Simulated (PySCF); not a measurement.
# Static response to an electric field

Compound: CH₈OSi₄.
Cartesian coordinates in Å at the GFN2-xTB level; atoms count from 1:
```xyz
14
CH8OSi4 angstrom
O      1.769   -0.549    1.685
C      2.020   -1.012    0.590
Si     0.849   -0.683   -0.860
Si     0.360    1.622   -0.626
Si    -1.640    1.053    0.496
Si    -1.280   -1.234    0.023
H      2.936   -1.627    0.467
H      1.491   -1.334   -2.015
H      1.365    2.425    0.077
H      0.194    2.327   -1.908
H     -1.703    1.404    1.918
H     -2.875    1.644   -0.042
H     -1.298   -2.193    1.133
H     -2.189   -1.842   -0.962
```

Level: wB97X-D/def2-SVPD (PySCF), static field, nuclei fixed, core orbitals frozen in the response. The polarisability tensor in these axes (au):

```
x   140.25  -5.11  -8.44
y    -5.11 137.82   0.54
z    -8.44   0.54 113.76
```

Question: Diagonalise the tensor; give its mean and Δα, where Δα² is half the sum of the squared differences of the eigenvalues.

Answer: Principal values 111.27, 134.68 and 145.89 au; mean 130.61 au = 19.35 Å³ = 21.53 × 10⁻⁴⁰ C²·m²/J; Δα = 30.59 au (23 % of the mean).

Question: What is the dipole moment, and where does it point?

Answer: (-0.17, -0.46, -2.00) D, 2.06 D in size, pointing from the negative to the positive side. Measured along this direction, the outermost atoms are H11 at the negative end and H8 at the positive end.

Question: What are the principal values of the traceless quadrupole moment, Θ = ½Σq(3rr − r²1), about the centre of nuclear charge?

Answer: -9.43, 1.74, 7.70 D·Å. The values depend on the origin, since the dipole doesn't vanish. The electronic extent ⟨r²⟩ about the same centre is 1324 bohr², a root-mean-square distance of 2.18 Å for the 78 electrons.

Question: Find the Langevin capture rate constant for NO+ (29.998 u) meeting this molecule (147.965 u), k = 2.342 × 10⁻⁹ cm³/s × √(α in Å³ / reduced mass in u).

Answer: The reduced mass is 24.94 u, so k = 2.06 × 10⁻⁹ cm³/s. The formula leaves out the permanent dipole, which adds to the capture rate.

Question: Estimate the molar refractivity from the static electronic polarisability.

Answer: Lorentz–Lorenz: R = (4π/3)N_A α = 2.5225 cm³/(mol·Å³) × 19.35 Å³ = 48.8 cm³/mol, in the limit of long wavelengths.

Geometry: GFN2-xTB, one conformer, isolated molecule.
